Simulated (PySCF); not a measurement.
PBE0-D3(BJ)/def2-SVP geometry optimisation, IEF-PCM water with PySCF 2.14 and geomeTRIC: [MoBr6]3-, charge -3, multiplicity 4. Start (model start, shaken):

```
7

Mo    0.0000    0.0045   -0.0041
Br   -0.0134   -0.0068    2.5351
Br    0.0009    0.0201   -2.5574
Br    2.5407    0.0073    0.0053
Br   -2.5484   -0.0140   -0.0004
Br    0.0104    2.5298   -0.0069
Br   -0.0285   -2.5693   -0.0276
```

```json
{"step": "0", "E − E(start) / kcal mol⁻¹": "0.00", "largest force / Eh bohr⁻¹": "0.02148"}
{"step": "1", "E − E(start) / kcal mol⁻¹": "-6.01", "largest force / Eh bohr⁻¹": "0.00211"}
{"step": "2", "E − E(start) / kcal mol⁻¹": "-6.04", "largest force / Eh bohr⁻¹": "0.00102"}
{"step": "3", "E − E(start) / kcal mol⁻¹": "-6.14", "largest force / Eh bohr⁻¹": "0.00053"}
{"step": "4", "E − E(start) / kcal mol⁻¹": "-6.21", "largest force / Eh bohr⁻¹": "0.00060"}
{"step": "5", "E − E(start) / kcal mol⁻¹": "-6.26", "largest force / Eh bohr⁻¹": "0.00081"}
{"step": "6", "E − E(start) / kcal mol⁻¹": "-6.33", "largest force / Eh bohr⁻¹": "0.00232"}
{"step": "7", "E − E(start) / kcal mol⁻¹": "-6.39", "largest force / Eh bohr⁻¹": "0.00127"}
{"step": "8", "E − E(start) / kcal mol⁻¹": "-6.30", "largest force / Eh bohr⁻¹": "0.00278"}
{"step": "9", "E − E(start) / kcal mol⁻¹": "-6.40", "largest force / Eh bohr⁻¹": "0.00168"}
{"step": "10", "E − E(start) / kcal mol⁻¹": "-6.53", "largest force / Eh bohr⁻¹": "0.00111"}
{"step": "11", "E − E(start) / kcal mol⁻¹": "-6.31", "largest force / Eh bohr⁻¹": "0.00136"}
{"step": "12", "E − E(start) / kcal mol⁻¹": "-6.55", "largest force / Eh bohr⁻¹": "0.00060"}
{"step": "13", "E − E(start) / kcal mol⁻¹": "-6.03", "largest force / Eh bohr⁻¹": "0.00132"}
{"step": "14", "E − E(start) / kcal mol⁻¹": "-6.46", "largest force / Eh bohr⁻¹": "0.00061"}
{"step": "15", "E − E(start) / kcal mol⁻¹": "-6.46", "largest force / Eh bohr⁻¹": "0.00049"}
{"step": "16", "E − E(start) / kcal mol⁻¹": "-6.46", "largest force / Eh bohr⁻¹": "0.00042"}
{"step": "17", "E − E(start) / kcal mol⁻¹": "-6.46", "largest force / Eh bohr⁻¹": "0.00038"}
```

The optimisation met its thresholds. End point:

```
7

Mo   -0.0052   -0.0038   -0.0082
Br   -0.3350   -0.3053    2.5899
Br    0.3245    0.2978   -2.6056
Br    2.5905   -0.3341    0.2920
Br   -2.6017    0.3224   -0.3055
Br    0.2916    2.5956    0.3241
Br   -0.3030   -2.6010   -0.3425
```

Metal–donor distances, start → end: Br2 2.539 → 2.636 Å, Br3 2.553 → 2.636 Å, Br4 2.541 → 2.634 Å, Br5 2.549 → 2.634 Å, Br6 2.525 → 2.637 Å, Br7 2.574 → 2.635 Å.

No frequencies were computed, so the end point may be a saddle point.

The job took 48 min on one thread of Arm Neoverse V1 (shared host), with 223 basis functions and a peak of 2.3 GiB, launched as `OMP_NUM_THREADS=1 python lf_run.py task.json out`.
